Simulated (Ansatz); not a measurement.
CuF, singlet: energies of several shapes or isomers

Program: Ansatz, Gaussian basis, development build. Basis def2-SVP, nonrelativistic, 10 orbitals frozen in the corrections; active space CAS(16,9). Restricted Hartree–Fock, then the lowest state-specific CASSCF solution met for each case. A CASSCF solution shown is a saddle point in the orbitals. The basis is small, far from the limit. Single-reference values can break down or jump between states where bonds are stretched. Solutions in different active orbitals can move differences by tenths of an eV and at times more than 1 eV.

Case A: bond length 2.6175 Å. A bond is stretched, to 1.38 times the sum of the covalent radii.

Case B: bond length 3.4900 Å. A bond is stretched, to 1.85 times the sum of the covalent radii.

Case C: bond length 5.2350 Å. A bond is stretched, to 2.77 times the sum of the covalent radii.

Energy less that of case A, in eV:

| case | RHF/ROHF | CASSCF |
| --- | --- | --- |
| B | +1.957 | +0.908 |
| C | +3.599 | +1.007 |

(1) Give the SC-NEVPT2 energies against case A.

(2) Which case is lowest, and do the methods agree?

## Answers

(1) B: +1.512 eV (34.9 kcal/mol); C: +1.713 eV (39.5 kcal/mol).

(2) A is lowest in SC-NEVPT2. Of the methods shown, RHF/ROHF, CASSCF agree.
